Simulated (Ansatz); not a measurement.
## A basis-limit estimate, worked out

An elementary step of SiN2H4F2, closed shell (SiN₂H₄F₂ ([NH2][Si]([NH2])([F])[F]) → SiNHF₂ ([NH][Si]([F])[F]) + NH₃ (still joined by a long Si–N bond); bonds formed: N2–H4; bonds broken: N3–H4; bonds weakened to dative contacts: Si1–N2). “Start” is the structure reached by relaxing down from the saddle towards the reactants; PBE0-D4/def2-TZVP structures. The saddle:

| atom | x (Å) | y (Å) | z (Å) |
| --- | --- | --- | --- |
| Si1 | -0.3267 | -0.0933 | 0.7104 |
| N2 | 1.0244 | 0.0352 | -0.5230 |
| N3 | -1.3454 | 0.1368 | -0.5252 |
| H4 | -0.0184 | 0.1714 | -1.1301 |
| F5 | -0.0395 | 0.9782 | 1.8491 |
| F6 | -0.1443 | -1.4727 | 1.4791 |
| H7 | 1.6306 | 0.8451 | -0.4926 |
| H8 | 1.5605 | -0.7954 | -0.7402 |
| H9 | -2.3411 | 0.1948 | -0.6276 |

Ansatz 0.2.0; basis: def2-TZVPP and def2-QZVPP; cores frozen in the correlated methods.

Energies in eV:

| quantity | saddle | start |
| --- | --- | --- |
| Hartree–Fock, triple zeta (X = 3) | -16308.24123 | -16311.25046 |
| Hartree–Fock, quadruple zeta (X = 4) | -16308.91828 | -16311.93704 |
| MP2 correlation, X = 3 | -28.92072 | -28.28017 |
| MP2 correlation, X = 4 | -31.38656 | -30.73916 |
| CCSD(T) correlation, X = 3 | -30.28545 | -29.70953 |

Problem. Work out the barrier at the basis limit: extrapolate Hartree–Fock as E(X) = E∞ + A exp(−7.88 √X) and the MP2 correlation as E(X) = E∞ + B X^−2.97 (the exponents that Neese and Valeev fitted for def2-TZVPP and QZVPP), then add CCSD(T) − MP2 in triple zeta.

Solution. Each step is linear, so take the differences first (saddle − start): Hartree–Fock 3.00923 (X = 3) and 3.01876 (X = 4); MP2 correlation -0.64055 and -0.64740; CCSD(T) correlation -0.57592.
Two points give E∞ = E(4) + w [E(4) − E(3)], with w = 1/(exp(7.88 (2 − √3)) − 1) = 0.1377 for Hartree–Fock and w = 1/((4/3)^2.97 − 1) = 0.7407 for the correlation.
Hartree–Fock: 3.01876 + 0.1377 × 0.00953 = 3.0201 eV.
MP2 correlation: -0.64740 + 0.7407 × (-0.00685) = -0.6525 eV.
CCSD(T) − MP2: -0.57592 − (-0.64055) = 0.0646 eV.
Sum: 3.0201 + (-0.6525) + 0.0646 = 2.4322 eV, or 56.09 kcal/mol. Plain CCSD(T) in triple zeta gives 2.4333 eV, so the larger basis shifts the result by -0.0011 eV.

The T1 diagnostic stays at or below 0.013.

Labels in which every atom is bracketed show which atoms are joined, not bond orders.

For scale, one of the runs: CCSD(T)/def2-TZVPP, 222 basis functions, launched by `ansatz run in.yaml --threads 4 --pin off --events-out ev --progress --plain --max-ram 9574MiB`. Hardware: 4 CPU threads of an Arm Neoverse V2, shared host. Wall time 110 s; peak host memory 3.7 GiB.
